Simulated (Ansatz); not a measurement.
Total energies of B15N15H34, a nanocrystal cut from wurtzite BN (hydrogen-capped) from Ansatz at PBE0-D4/def2-SVP, gas phase (1 Eh = 27.2114 eV = 2625.5 kJ/mol). The reference geometry is relaxed at r2SCAN-D4/def2-SVP.

```xyz
64

B    -1.923   -1.277    2.372
N    -2.106   -2.035    0.972
N    -1.686    0.213    2.052
B    -1.844    0.569    0.506
B    -1.441    2.885    1.641
N    -1.613    2.081    0.277
B    -0.872   -1.781    0.016
N    -1.109   -2.544   -1.349
N    -0.730   -0.274   -0.254
B    -0.851    0.062   -1.803
B    -0.373    2.365   -0.680
N    -0.618    1.573   -2.038
B     0.111   -2.316   -2.362
N     0.282   -0.793   -2.528
B     0.577    1.855   -3.053
N    -0.594   -1.862    2.992
B    -0.291    0.760    2.586
N    -0.134    2.262    2.272
B     0.692   -1.619    2.076
N     0.412   -2.348    0.693
N     0.781   -0.103    1.787
B     0.694    0.253    0.243
B     1.153    2.537    1.357
N     0.894    1.758   -0.002
B     1.684   -2.126   -0.233
N     1.385   -2.872   -1.612
N     1.777   -0.612   -0.531
B     1.716   -0.265   -2.083
B     2.142    2.032   -0.944
N     1.836    1.256   -2.313
H    -2.884   -1.507    3.087
H    -2.923   -1.578    0.543
H    -2.351   -3.017    1.112
H    -2.387    0.800    2.517
H    -2.973    0.225    0.123
H    -2.425    2.673    2.374
H    -1.315    4.078    1.431
H    -2.435    2.485   -0.172
H    -1.910   -2.095   -1.814
H    -1.333   -3.537   -1.256
H    -1.962   -0.291   -2.229
H    -0.286    3.554   -0.903
H    -1.445    1.980   -2.475
H    -0.098   -2.930   -3.395
H     0.206   -0.524   -3.515
H     0.366    1.248   -4.120
H     0.701    3.048   -3.259
H    -0.680   -2.834    3.292
H    -0.423   -1.322    3.850
H    -0.187    0.544    3.800
H     0.038    2.767    3.141
H     1.671   -2.099    2.618
H     0.347   -3.352    0.885
H     1.680    0.293    2.089
H     1.282    3.732    1.173
H     2.151    2.071    1.936
H     2.675   -2.611    0.283
H     1.385   -3.889   -1.514
H     2.186   -2.655   -2.219
H     2.678   -0.217   -0.233
H     2.602   -0.881   -2.688
H     2.287    3.219   -1.165
H     3.173    1.549   -0.442
H     2.640    1.438   -2.913
```

```json
{"state": "charge 0 singlet", "geometry": "reference", "energy (Eh)": "-1213.49724"}
{"state": "charge 1 doublet", "geometry": "reference", "energy (Eh)": "-1213.21779"}
{"state": "charge -1 doublet", "geometry": "reference", "energy (Eh)": "-1213.48305"}
{"state": "free B atom (doublet)", "geometry": "–", "energy (Eh)": "-24.58932"}
{"state": "free N atom (quartet)", "geometry": "–", "energy (Eh)": "-54.47898"}
{"state": "free H atom (doublet)", "geometry": "–", "energy (Eh)": "-0.50029"}
```

Single mean-field runs in def2-SVP are fitted with def2-universal-jkfit.

(1) Work out the vertical ionisation energy to the doublet.

(2) Work out the vertical electron affinity, to the doublet.

(3) Give the fundamental gap IE − EA, the Mulliken electronegativity (IE + EA)/2 and the hardness (IE − EA)/2.

(4) What is the binding energy per atom against free atoms?

(1) E(charge 1 doublet) − E(charge 0 singlet) = -1213.21779 − (-1213.49724) = 0.27945 Eh = 7.60 eV. For comparison, −ε of the highest occupied level is 6.12 eV at this level, 1.48 eV less.

(2) E(charge 0 singlet) − E(charge -1 doublet) = -1213.49724 − (-1213.48305) = -0.01419 Eh = -0.39 eV; negative, so the extra electron isn't bound. The basis lacks diffuse functions, which makes affinities too small.

(3) From the values in Eh: IE − EA = 0.27945 − (-0.01419) = 0.29364 Eh = 7.99 eV; (IE + EA)/2 = 3.61 eV; (IE − EA)/2 = 4.00 eV. The HOMO–LUMO gap of the same run is 5.39 eV, 2.60 eV smaller than the fundamental gap.

(4) Atoms: 15 × (-24.58932) + 15 × (-54.47898) + 34 × (-0.50029) = -1203.03436 Eh. Binding: -1203.03436 − (-1213.49724) = 10.46288 Eh = 284.71 eV, or 4.45 eV for each of 64 atoms (no zero-point energy, no counterpoise term).

At PBE0-D4/def2-SVP the highest occupied level of the charge -1 doublet lies above zero (up to 1.70 eV). By energy differences it is unbound by 0.39 eV (vertical, to the charge 0 singlet, at PBE0-D4/def2-SVP) and held by the finite basis.
